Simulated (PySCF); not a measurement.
ClH6NSi3, SMILES Cl[SiH]1[SiH2]N[SiH2]1.

Geometry: PBE0-D3(BJ)/def2-SVP. The structure was generated by enumeration, and PubChem lists no compound with its InChIKey, so it may never have been made.

Two levels are set side by side: PBE/def2-TZVP (PySCF) and HF/def2-TZVP (PySCF). Same geometry, gas phase. Differences are taken from unrounded values.

```
quantity                        HF    PBE  PBE minus HF
---------------------------  -----  -----  ------------
orbital gap (eV)             11.70   4.40         -7.30
highest occupied level (eV)  -9.62  -6.20          3.42
lowest empty level (eV)       2.08  -1.81         -3.88
dipole moment (D)             2.15   1.95         -0.20
mean polarisability (bohr³)   91.9  103.1          11.3
```

PBE's occupied levels lie high since its potential decays too fast outside the molecule; exact exchange lowers them and widens the gap. Loosely held outer electrons make PBE densities more polarisable. Differences between two approximate levels are no errors against the true value.

Rough cost on one machine, each run with all the roots and properties that it gave: HF against PBE about 1/3.
